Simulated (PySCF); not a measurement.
Compound: C5H7FNS (doublet state).
Atom-mapped SMILES: `[CH2:1]=[N:2][CH2:3][C@@H:4]1[CH2:5][C:6]([F:7])[S:8]1` (hydrogens: H9, H10 on C1; H11, H12 on C3; H13 on C4; H14, H15 on C5)

Structure used (GFN2-xTB), in Å, numbered top down from 1:
```
atom  x, y, z in Å
C1    -2.705    0.555   -0.277
N2    -1.621    0.028    0.057
C3    -0.530    0.837    0.514
C4     0.689    0.529   -0.344
C5     1.167   -0.928   -0.305
C6     2.566   -0.537    0.050
F7     3.349   -1.298    0.838
S8     2.263    1.155    0.393
H9    -3.505   -0.088   -0.613
H10   -2.907    1.631   -0.245
H11   -0.747    1.918    0.492
H12   -0.318    0.543    1.547
H13    0.567    0.927   -1.351
H14    0.655   -1.506    0.469
H15    1.072   -1.470   -1.248
```

The hyperfine couplings belong to this conformer and change with its torsions.

Level of theory: PySCF 2.14.0, UKS B3LYP, pcH-1 on C F H N S, non-relativistic, mean-field spin-orbit, GIAO. Isolated species at its GFN2-xTB geometry (one conformer only). A GFN2-xTB geometry isn't a minimum of the functional, and hyperfine couplings can be far from their values at a DFT geometry. The SCF solution wasn't tested for stability.

(1) Break the g tensor into its mass correction, gauge correction and orbital-Zeeman/spin–orbit terms.

(2) What effective moment and Curie constant follow for a powder?

(3) What are the electron Larmor frequencies g μB B/h along the three axes at 1200 mT?

(4) How much does each term add to the isotropic shift?

(5) In a frozen sample, at which fields do the three g values resonate at 9.5, 34, 94 and 263 GHz (hyperfine left aside), and which band first spreads them over more than twice a line width of 1.0 mT?

Results:

(1) 
| Δg (ppt) | 1 | 2 | 3 |
| --- | --- | --- | --- |
| relativistic mass correction | -0.22 | -0.22 | -0.22 |
| gauge correction | 0.00 | 0.00 | -0.01 |
| orbital Zeeman/spin–orbit | -0.41 | 1.12 | 7.52 |
| total | -0.62 | 0.90 | 7.29 |

So g = 2.00170, 2.00322, 2.00961 and g_iso = 2.00484; the tensor is rhombic: the two nearest values differ by 19 % of g3 − g1. 

(2) With the mean of g² = 4.0194 and S(S+1) = 0.75: μ_eff = √(⟨g²⟩S(S+1)) = 1.736 μB and χT = 0.12505·⟨g²⟩·S(S+1) = 0.377 cm³ K/mol (cgs; spin-Hamiltonian part alone).

(3) 33.6195, 33.6450, 33.7524 GHz for g1, g2 and g3, a range of 132.9 MHz.

(4) The orbital-Zeeman/spin–orbit term 2.74, the mass correction -0.22 and the gauge correction 0.00 ppt, for a total of 2.52 ppt. The orbital-Zeeman/spin–orbit term is the largest in size. The mass correction is the same along every axis, so the anisotropy comes from the other two: their spans along these axes are 0.01 (gauge) and 7.93 ppt (orbital Zeeman/spin–orbit).

(5) 
| band | GHz | B(g3) mT | B(g2) mT | B(g1) mT | spread mT |
| --- | --- | --- | --- | --- | --- |
| X | 9.5 | 337.75 | 338.83 | 339.09 | 1.34 |
| Q | 34.0 | 1208.80 | 1212.66 | 1213.58 | 4.78 |
| W | 94.0 | 3341.99 | 3352.65 | 3355.20 | 13.21 |
| J | 263.0 | 9350.46 | 9380.29 | 9387.42 | 36.96 |

The spread grows in proportion to the frequency. Q band is the first where it exceeds 2.0 mT.

Largest spin populations (Mulliken): C6 (+0.77) and S8 (+0.14). The angles at C6 add up to 342.4°, so it is pyramidal.

The HOMO–LUMO gaps are 3.96 eV among the α and 5.86 eV among the β orbitals.
